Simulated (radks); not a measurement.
Initial-state core-level shifts of the manganese ion Mn+ when its valence configuration changes from [Ar] 3d5 4s1. Calculated with a radial shooting solver on a logarithmic mesh with Libxc functionals: Dirac Kohn-Sham, PBE, spin-unpolarised, spherical densities, point nucleus; open shells fill j = l - 1/2 first. Shifts are changes of the shell-averaged eigenvalues in eV (positive: less bound).

valence               2s       2p       3s       3p
3d4 4s2           -7.430   -7.350   -6.305   -6.084
3d5.5 4s0.5       +3.083   +3.049   +2.729   +2.638
3d4 4s1 4p1       -8.751   -8.670   -7.657   -7.429
3d4.5 4s1 4p0.5   -4.181   -4.143   -3.718   -3.611
3d6               +5.721   +5.657   +5.127   +4.960
3d4.5 4s1.5       -3.512   -3.473   -3.024   -2.920
3d3 4s2 4p1      -17.750  -17.574  -14.811  -14.320
3d5.5 4p0.5       +2.434   +2.398   +2.036   +1.945
3d3 4s1 4p2      -18.986  -18.807  -16.049  -15.547
